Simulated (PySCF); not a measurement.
# How the method changes the shape and vibrations of AlFH3 anion

All numbers below are calculated, not measured. They come from PySCF 2.14.0, an open-source quantum chemistry program, on an isolated molecule that a program drew, which may never have been made. The molecule is AlFH3 anion (charge -1, singlet), drawn as the SMILES string `[F][AlH3-]`.

The geometry was optimised and harmonic frequencies were computed with HF and MP2, all in the aug-cc-pV(D+d)Z basis, for the commonest isotopes, with a restricted reference for singlets and an unrestricted one otherwise, and a frozen core in MP2. Each result is a local minimum of its method.

Geometry at the HF minimum:
```xyz
5
AlFH3 anion, angstrom
F    -0.4354   -0.6212   -0.0396
Al    0.3651    0.8196    0.4240
H    -0.5741    1.6117    1.5103
H     1.8064    0.4219    1.0979
H     0.5947    1.7421   -0.9123
```

Lengths of the bonds as drawn, in Å (atoms numbered as above):
```
  bond     HF    MP2
F1-Al2  1.712  1.749
Al2-H3  1.640  1.637
Al2-H4  1.640  1.637
Al2-H5  1.640  1.637
```

Rotational constants, in GHz:
| constant | HF | MP2 |
|---|---|---|
| A | 69.14 | 69.34 |
| B | 12.44 | 12 |
| C | 12.44 | 12 |

Harmonic frequencies in cm^-1, each column in rising order, so a row needn't be the same motion in every method:
| rank | HF | MP2 |
|---|---|---|
| 1 | 604 | 576 |
| 2 | 604 | 576 |
| 3 | 690 | ? |
| 4 | 829 | 798 |
| 5 | 829 | 798 |
| 6 | 864 | 831 |
| 7 | 1676 | 1684 |
| 8 | 1676 | 1684 |
| 9 | 1780 | 1764 |

**Estimate the missing MP2 frequency from the HF column.**

A single factor s that minimises the squared misfit of MP2 against s times HF over the other rows is sum(HF x MP2) / sum(HF^2) = 0.9901, with an rms misfit of 22 cm^-1. For rank 3 it gives 0.9901 x 690 = 683 cm^-1. The calculation gives 640 cm^-1, 43 cm^-1 below the estimate. The drawn bonds are on average 0.4 % longer in MP2 than in HF.
